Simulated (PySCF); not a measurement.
**Rhodium: a sound run and one with changed settings**

Sound run: Rh²⁺ [Kr] 4d7, Rh³⁺ [Kr] 4d6. Calculation: PySCF 2.14, in cc-pVTZ-PP with ECP28MDF; a scalar-relativistic core potential. In the sound run the correlated levels freeze 4s2 4p6 outside the core potential. The sound run starts from symmetry-adapted Hartree-Fock orbitals and uses a fine grid where one is needed.

Changed run: initial guess atom, at most 50 SCF cycles.

| species | method | sound run (hartree) | changed run (hartree) | converged |
| --- | --- | --- | --- | --- |
| Rh²⁺ | UHF | -108.56625 | -108.56625 | yes |
| Rh²⁺ | PBE | -109.17749 | -109.17749 | yes |
| Rh³⁺ | UHF | -107.48937 | -107.48937 | yes |
| Rh³⁺ | PBE | -108.03436 | -108.03436 | yes |

Here the plain start reaches the same solutions.
